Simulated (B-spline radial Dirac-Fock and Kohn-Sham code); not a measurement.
# Binding energies of Gd⁷⁺

System: the Gd⁷⁺ ion, configuration [Kr] 4d10 4f6 5s2 5p3; nuclear rms radius 5.1569 fm (A = 158).

Method: Dirac-Fock ΔSCF + Breit + QED. Computed with a radial B-spline solver. Correlation and solid-state effects are left out. Energies are counted from the vacuum level. Subshells whose hole state is unreliable or did not converge are left out.

All terms are in eV, carry their sign (relaxation lowers the binding energy) and add up to the binding energy; ⟨r⟩ is the mean radius of the orbital in the initial state.

| subshell | −ε (Koopmans) | relaxation | Gaunt | retardation | QED | binding energy | ⟨r⟩ (bohr) |
| --- | --- | --- | --- | --- | --- | --- | --- |
| K | 50645.0 | -73.66 | -155.65 | 13.52 | -73.53 | 50355.6 | 0.022 |
| L1 | 8565.3 | -40.39 | -15.93 | 1.06 | -10.01 | 8500.1 | 0.093 |
| L2 | 8118.2 | -44.55 | -27.80 | 3.07 | 0.38 | 8049.2 | 0.078 |
| L3 | 7420.4 | -42.32 | -19.63 | 3.91 | -0.72 | 7361.6 | 0.084 |
| M1 | 2028.8 | -19.29 | -2.64 | 0.14 | -2.22 | 2004.8 | 0.243 |
| M2 | 1834.8 | -20.20 | -4.82 | 0.48 | 0.05 | 1810.3 | 0.233 |
| M3 | 1688.8 | -19.09 | -3.20 | 0.68 | -0.16 | 1667.0 | 0.246 |
| M4 | 1358.5 | -21.19 | -1.86 | 0.14 | 0.20 | 1335.8 | 0.218 |
| M5 | 1327.1 | -20.82 | -1.17 | 0.15 | 0.11 | 1305.4 | 0.222 |
| N1 | 511.8 | -6.19 | -0.53 | 0.03 | -0.51 | 504.6 | 0.552 |
| N3 | 401.1 | -5.51 | -0.60 | 0.14 | -0.02 | 395.1 | 0.592 |
| N4 | 271.7 | -5.05 | -0.23 | 0.02 | 0.05 | 266.5 | 0.625 |
| N5 | 265.7 | -4.87 | -0.10 | 0.02 | 0.03 | 260.8 | 0.635 |
| N6,7 | 117.5 | -3.63 | 0.13 | -0.02 | 0.03 | 114.0 | 0.756 |
| O1 | 146.4 | -0.62 | -0.10 | 0.01 | -0.10 | 145.6 | 1.258 |
| O2,3 | 119.5 | -0.47 | -0.13 | 0.02 | 0.00 | 118.9 | 1.410 |

For the deepest level, K (1s), the Breit terms make up -0.282 % of the binding energy, QED -0.146 % and orbital relaxation -0.146 %.

Spin-orbit splittings: 2p 687.6 eV, 3p 143.3 eV, 3d 30.41 eV, 4d 5.77 eV.

Going to the tabulated ground configuration of the next ion removes an electron from O2,3 (5p), computed at 118.9 eV. NIST lists 123 ± 6 eV as the ionisation energy of this species (theoretical), +4.11 eV from the computed value, within the stated uncertainty.
